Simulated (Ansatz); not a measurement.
A series at Ge: from `[OH][GeH3]`, ligands are replaced one by one, each step taking up CH₃OH and setting free H₂; n counts the steps. Ansatz, PBE0-D4/def2-TZVP geometries. Each molecule was computed in one conformer, which needn't be the lowest.

CBS adds triple-zeta CCSD(T) − MP2 to the MP2 limit, frozen cores; atoms without spin–orbit coupling. Outer-core shells of Ge are correlated without core-valence functions. Scalar relativity is left out up to krypton. Spin–orbit coupling is left out.

| n | molecule | atomization energy, CCSD(T)/CBS (kJ/mol) |
| --- | --- | --- |
| 0 | `[OH][GeH3]` | 1766.0 |
| 1 | `C[O][GeH2][OH]` | 3477.3 |
| 2 | `C[O][GeH]([OH])[O]C` | ? |
| 3 | `C[O][Ge]([OH])([O]C)[O]C` | 6917.0 |

By hand: fit a straight line y = ȳ + b (n − n̄) to the 3 given rows and predict n = 2.

n̄ = 1.333, ȳ = 4053.43; Σ(n − n̄)(y − ȳ) = 8014.57, Σ(n − n̄)² = 4.667, so b = 1717.29 kJ/mol a step. Prediction: 4053.43 + (1717.29) × (0.667) = 5198.9 kJ/mol.

By hand: compare with the computed value, 5205.7 kJ/mol, and give the steps along the whole series.

The line misses by 6.8 kJ/mol (computed minus predicted). Steps: 1711.3, 1728.4, 1711.3 kJ/mol.

The steps differ by up to 17.1 kJ/mol, small against a whole step but well beyond the method's doubt, so the ligands' effects don't simply add. The miss is 0.1 % of the series' range. The energies themselves are unsure by some kJ/mol a bond, though much of that is common to the series.
